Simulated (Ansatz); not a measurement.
Reaction (cleavage of the Sn–Al bond): `[SiH3][AlH][SnH3]` + `[SiH3]S` → `[SiH3][S][SnH3]` + `[AlH2][SiH3]`

Isolated molecules relaxed with PBE0-D4/def2-TZVP in Ansatz; ΔE leaves out vibrations. CBS: MP2 limit from def2 TZ/QZ plus the TZ coupled-cluster correction, frozen cores. This one scheme is used for every species. def2 core potentials past Kr. For Sn outer-core shells are correlated without core-valence functions, which leaves a few kJ/mol of doubt a bond.

| species | CCSD/def2-SVP energy (Eh) |
| --- | --- |
| `[SiH3][AlH][SnH3]` | -748.41440 |
| `[SiH3]S` | -688.87225 |
| `[SiH3][S][SnH3]` | -903.51278 |
| `[AlH2][SiH3]` | -533.77965 |

Work out ΔE.

ΔE = (-903.51278) + (-533.77965) − (-748.41440) − (-688.87225) = -0.00578 Eh = -15.2 kJ/mol. CCSD(T)/CBS gives -19.1 kJ/mol.

Largest T1 diagnostic among the species: 0.014.

At CCSD(T), def2-SVP lies +3.7 kJ/mol from the extrapolated value and def2-TZVPP +3.7 kJ/mol. The D4 term adds −5.8 kJ/mol with B3LYP and −2.9 kJ/mol with PBE0; it sums over pairs of atoms, weighted by their polarisabilities, and B3LYP, whose exchange is more repulsive, gets the larger term.

B3LYP here is the variant with VWN-RPA as its local correlation; programs differ in this.
